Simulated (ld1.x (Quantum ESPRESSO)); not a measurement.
**Ga: variants of one TM semilocal potential**

Base potential:

```
Element                 : gallium (Ga)
Generator               : ld1.x (Quantum ESPRESSO) 7.5
Type                    : norm-conserving Troullier–Martins (semilocal form)
Functional              : PBEsol
Relativity              : non-relativistic
Frozen core             : [Ar] 3d10
Valence charge          : 3
Reference configuration : 4s1.75 4p1.25
Partial waves           : 4s (bound): rc 1.40 bohr; 4p (bound): rc 2.65 bohr
Local potential         : the p channel
Core correction         : none
```

All-electron outer shells of the reference configuration (PBEsol, non-relativistic, ld1.x):

```tsv
shell	level (eV)	outermost node (bohr)	outermost maximum (bohr)
3d	-20.25	–	0.53
4s	-9.00	0.82	1.92
4p	-2.81	0.87	2.53
```

Cutoffs, loose and tight: the cutoffs (Ry, on a coarse ladder) from which the occupation-weighted sum of valence levels, in a spherical-Bessel basis at the reference potential, stays within 10 and 1 mRy of its value at 400 Ry. They do not see the model core or the augmentation charge, which bear on the density cutoff. Test errors are all-electron minus pseudo excitation energies from the reference, over the configurations 4s2 4p1; 4s2 4p0; 4s1 4p0; 4s2 4p0.5; 4s2 4p1.3; 4s1 4p2; 4s1 4p1. A dash means not determined; rows that change the core or the reference have their own tests.

Cutoffs are not given where the Bessel-basis levels miss the radial ones by over 6 mRy, ghosts where they miss by over 20 mRy; a channel whose overlap is not positive is not tested.

In the semilocal form every listed channel keeps its own potential, so the choice of the local channel does not act on these tests. It acts once the file is put into the separable form.

A semilocal file is local in each channel, so a ghost entry of none says nothing of the separable form that plane-wave codes build from it.

| change | outcome | cutoff, loose | cutoff, tight | bound ghosts | largest test error (meV) |
| --- | --- | --- | --- | --- | --- |
| base | generated | 35 Ry | 80 Ry | none | +7.6 |
| type RRKJ, which also changes the form from semilocal to separable; local potential all-electron potential smoothed inside 2.15 bohr (lloc = -1); rho0 0.01 | failed: compute_chi: n is too large | – | – | – | – |
| all radii scaled by about 1.23 (s 1.72, p 3.28 bohr) | generated | 12 Ry | 35 Ry | none | -15 |
| core correction a·sin(br)/r model core inside 1.18 bohr | generated | 35 Ry | 80 Ry | none | -144 |
| reference 4s2 4p0 | generated | 35 Ry | 80 Ry | none | +105 |
| scalar-relativistic | generated | 35 Ry | 80 Ry | none | +7.7 |
| core [Ar], valence charge 13; reference 3d10 4s2 4p0; waves now 4p (bound): rc 1.95 bohr; 3d (bound): rc 0.75 bohr; 4s (bound): rc 1.50 bohr; local potential the s channel; core correction Bessel-smoothed model core, default radius (core density twice the valence density) | generated | – | – | none | -415 |
| wave 4s (bound): rc 1.40 bohr becomes 4s (bound): rc 1.46 bohr | generated | 35 Ry | 70 Ry | none | +7.4 |
